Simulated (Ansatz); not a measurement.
Relaxation of C₂H₈SSi₂ (13 atoms, charge 0, multiplicity 1), to a largest force component of 0.02 eV/Å in at most 40 steps.

Theory: RKS PBE0/STO-3G (Ansatz 0.2.0).

```xyz
13
Properties=species:S:1:pos:R:3:forces:R:3
Si -1.101 -1.077 1.413 -1.29 2.14 -0.48
Si 0.898 -0.468 0.514 0.49 -0.06 1.79
C 0.653 0.249 -1.208 4.02 0.73 0.77
C 0.081 1.606 -1.226 -7.78 -0.42 -3.48
S -1.484 1.813 -1.964 4.11 -0.14 1.94
H -1.986 0.202 1.562 1.36 -2.07 -0.19
H -1.822 -1.989 0.509 0.37 0.31 0.57
H -0.939 -1.648 2.729 -0.06 -0.14 -0.07
H 1.783 -1.648 0.478 -0.37 0.61 -0.22
H 1.591 0.540 1.396 -0.70 -0.89 -0.94
H 0.148 -0.471 -1.810 -0.87 -0.50 -0.98
H 1.698 0.401 -1.617 -0.83 -0.73 0.26
H 0.500 2.456 -0.760 1.55 1.17 1.03
```

Problem. Where does it end, and by what steps?

Solution. The forces met the threshold. Limits of this set-up: minimal basis. After 10 steps the energy has fallen by 0.975 eV; S5 moved furthest, 0.16 Å.

| step | energy less start (eV) | largest force component (eV/Å) | accepted |
| --- | --- | --- | --- |
| 0 | 0.0000 | 7.782 | yes |
| 1 | -0.7765 | 2.517 | yes |
| 2 | -0.7142 | 1.939 | no |
| 3 | -0.9620 | 0.329 | yes |
| 4 | -0.9724 | 0.069 | yes |
| 5 | -0.9734 | 0.068 | yes |
| 6 | -0.9740 | 0.075 | yes |
| 7 | -0.9744 | 0.039 | yes |
| 8 | -0.9747 | 0.030 | yes |
| 9 | -0.9747 | 0.053 | yes |
| 10 | -0.9749 | 0.005 | yes |

```xyz
13
Properties=species:S:1:pos:R:3
Si -1.123 -1.016 1.400
Si 0.871 -0.461 0.531
C 0.729 0.254 -1.219
C -0.032 1.573 -1.246
S -1.520 1.815 -1.805
H -1.969 0.143 1.549
H -1.810 -1.966 0.559
H -0.956 -1.615 2.703
H 1.736 -1.617 0.456
H 1.536 0.519 1.359
H 0.243 -0.479 -1.876
H 1.750 0.419 -1.593
H 0.566 2.396 -0.804
```

Whether the end is a true minimum wasn't checked by a vibrational analysis.

Run time: 81 s on 1 CPU thread of a shared host.
